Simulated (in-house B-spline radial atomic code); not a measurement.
A fraction x of an electron is removed from 4p in the rubidium ion Rb⁴⁺, starting from [Ar] 3d10 4s2 4p3 and keeping the highest spin. Computed with a B-spline radial code for spherical atoms: non-relativistic Hartree-Fock with fractional occupations, spin-polarised, spherical fractional occupations, point nucleus.

Caution: exact exchange at fractional occupations of open shells leaves self-interaction of up to several eV.

| x | E(x) - E(0) (eV) | 4p up level (eV) |
| --- | --- | --- |
| 0 | 0.0000 | -68.961 |
| 0.03 | 2.0728 | -69.226 |
| 0.16 | 11.1472 | -70.380 |
| 0.27 | 18.9429 | -71.361 |
| 0.4 | 28.2953 | -72.523 |
| 0.5 | 35.5925 | -73.421 |
| 0.53 | 37.7992 | -73.690 |
| 0.72 | 51.9630 | -75.404 |
| 0.78 | 56.5035 | -75.948 |
| 0.98 | 71.8747 | -77.765 |
| 1 | 73.4318 | -77.948 |

The exact functional would give a straight line between the two integer points. Deviations E(x) - E(0) - x[E(1) - E(0)], in eV: -0.13 at x = 0.03, -0.602 at x = 0.16, -0.884 at x = 0.27, -1.077 at x = 0.4, -1.123 at x = 0.5, -1.12 at x = 0.53, -0.908 at x = 0.72, -0.773 at x = 0.78, -0.088 at x = 0.98.

The curve lies below the straight line by up to 1.123 eV (at x = 0.5): with spherically averaged exact exchange in an open shell, this holds the self-interaction named above.

How well does Slater's transition state (minus the level at half occupation) give the ionisation energy?

It gives 73.421 eV against 73.432 eV from the two total energies; NIST lists 68.44 eV, ground level to ground level. The end point has an open shell averaged over its orbitals, so its exact exchange keeps a self-interaction and this is no true integer point.
